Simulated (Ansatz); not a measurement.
A run for Ansatz (a quantum-chemistry and plane-wave program): R-CCSD(T)/aug-cc-pVDZ on C2H4 (SMILES C=C).

Ansatz 0.2 input:
```yaml
crystal:
  periodic: [false, false, false]
  atoms:
    - {symbol: C, position_ang: [-0.66112664, -0.03924660, -0.00466731]}
    - {symbol: C, position_ang: [0.66112664, 0.03924660, 0.00466731]}
    - {symbol: H, position_ang: [-1.28478287, 0.83544969, 0.13534147]}
    - {symbol: H, position_ang: [-1.17489083, -0.98146548, -0.15269761]}
    - {symbol: H, position_ang: [1.28478287, -0.83544969, -0.13534147]}
    - {symbol: H, position_ang: [1.17489083, 0.98146548, 0.15269762]}
basis:
  gaussian:
    orbitals: aug-cc-pVDZ
magnetization: {spin_polarized: false}
correlation: {method: ccsd_t, electrons: outside_noble_gas}
scf: {lower_state_search: off}
```

It printed:

```
WARN ansatz: RAYON_NUM_THREADS=4 ignored (pool sized by the plan → 4); use --threads N
Functional definition: HF
these checks for a lower state are left out or cut short: stability, starts, cluster_reference, orbital_swaps, neighbouring_geometries, increment
integrals: 0.07 GiB planned
812 factors; integrals over basis functions are off by at most 5.4e-4 eV
mean field: 0.13 GiB planned
mean field evaluation 1: about -2121.8802 eV, gradient 2.6e1 eV
mean field evaluation 2: about -2121.8803 eV, gradient 2.6e1 eV
mean field evaluation 4: about -2123.6634 eV, gradient 1.9e0 eV
mean field evaluation 8: about -2123.6772 eV, gradient 2.7e-6 eV
mean field -2123.67719892 eV, -78.0436975803 hartree, gradient 3.1e-6 eV, S^2 0.000000; 0 other end points of the search recorded, 0 dependent functions left out
2 core orbitals not correlated
reference -2123.67719892 eV, -78.0436975803 hartree; 6, 6 occupied and 74, 74 virtual orbitals, 812 factors
second order -7.73509311 eV of doubles, -0.00000000 eV of singles
coupled cluster: 0.23 GiB planned
cycle   1  -8.24023515 eV  change   -5.1e-1 eV  update   6.1e-2
cycle   2  -8.49193041 eV  change   -2.5e-1 eV  update   2.1e-2
cycle   3  -8.52766622 eV  change   -3.6e-2 eV  update   8.0e-3
cycle   4  -8.52854072 eV  change   -8.7e-4 eV  update   2.5e-3
cycle   5  -8.52865106 eV  change   -1.1e-4 eV  update   5.5e-4
cycle   6  -8.52865491 eV  change   -3.8e-6 eV  update   1.5e-4
cycle   7  -8.52867522 eV  change   -2.0e-5 eV  update   3.0e-5
cycle   8  -8.52868202 eV  change   -6.8e-6 eV  update   8.6e-6
perturbative correction -0.30028606 eV, -0.0110353093 hartree
Total energy: -2132.50616701 eV, -78.3681561731 hartree
Checks for a lower state left out: stability, starts, cluster_reference, orbital_swaps, neighbouring_geometries, increment
```

The run converged.

Cost: around 1.3 core-seconds (rough).
